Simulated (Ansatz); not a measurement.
Molecule: sum formula BOCl, charge -1, multiplicity 2. 
Geometry from a B3LYP-D3(BJ)/def2-TZVP (Ansatz, a first-principles code) optimisation:
```
B
O 1 1.2423
Cl 1 2.0070 2 128.04
```
Charge -1, spin multiplicity 2.

Basis-set convergence of Hartree-Fock and CCSD(T) correlation energies (hartree) with Ansatz. Correlated levels leave the core frozen unless marked. Open shells are spin-unrestricted. No spin-orbit coupling. Non-relativistic. This anion needs diffuse functions, which these sets lack.

| basis | functions | E(HF) | E(corr, CCSD(T)) |
|---|---|---|---|
| cc-pV(D+d)Z | 51 | -559.11841 | -0.42371 |
| cc-pV(T+d)Z | 99 | -559.16904 | -0.55483 |
| cc-pV(Q+d)Z | 174 | [?] | [?] |

Q: Fill in the missing entries.

A: 
- cc-pV(Q+d)Z, E(HF): -559.18297
- cc-pV(Q+d)Z, E(corr, CCSD(T)): -0.60042
